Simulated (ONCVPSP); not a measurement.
**Ar ONCV: all-electron and pseudo phase curves**

argon (Ar), optimised norm-conserving Vanderbilt (ONCV), made with ONCVPSP 4.0.1 (LDA (Perdew-Zunger), scalar-relativistic). Core [Ne], reference 3s2 3p6. Waves: 3s: rc 1.30 bohr, ncon 4, nbas 9, qcut 5.5 1/bohr, 2 projectors, debl 3.3 Ha; 3p: rc 1.10 bohr, ncon 4, nbas 7, qcut 6 1/bohr, 2 projectors, debl 0.9 Ha. Local part: polynomial inside 0.85 bohr (lpopt 5, dvloc0 0 Ha). Core correction: Teter function, fcfact 3, rcfact 1.45.

The phase is arctan(r·R′/R) of the radial function R(r), unwrapped; energies in Ha, scanned from -2 to 5 Ha. A pole is an energy at which the radial function vanishes at the test radius. The pseudo phase is shifted by a multiple of π to meet the all-electron one at the reference energy, and phase errors are pseudo minus all-electron; the curves can meet again beyond the range given. Levels narrower than the energy grid can be missing from the lists of poles.

Task: For each channel, where are the poles, and over which energies does the pseudopotential scatter like the atom?

Result:

```tsv
channel	radius (bohr)	reference energy (Ha)	poles, all-electron	poles, pseudo	unbroken range about the reference energy with phases within 0.05 rad	phase error 1 Ha above the reference energy (rad)
s	1.32	-0.89	2.49	2.49	the whole range	-0.000
p	1.12	-0.38	none	none	the whole range	+0.000
```

Phases in the p channel:

```
E (Ha)  all-electron  pseudo
 -1.98         0.503   0.502
 -1.62         0.318   0.317
 -1.26         0.094   0.093
 -0.90        -0.156  -0.156
 -0.54        -0.404  -0.404
 -0.18        -0.623  -0.623
  0.18        -0.803  -0.803
  0.54        -0.946  -0.946
  0.90        -1.057  -1.057
  1.26        -1.145  -1.145
  1.62        -1.216  -1.216
  1.98        -1.273  -1.274
  2.34        -1.321  -1.322
  2.70        -1.362  -1.363
  3.06        -1.397  -1.399
  3.42        -1.427  -1.431
  3.78        -1.454  -1.459
  4.14        -1.478  -1.486
  4.50        -1.500  -1.510
  4.86        -1.521  -1.534
```
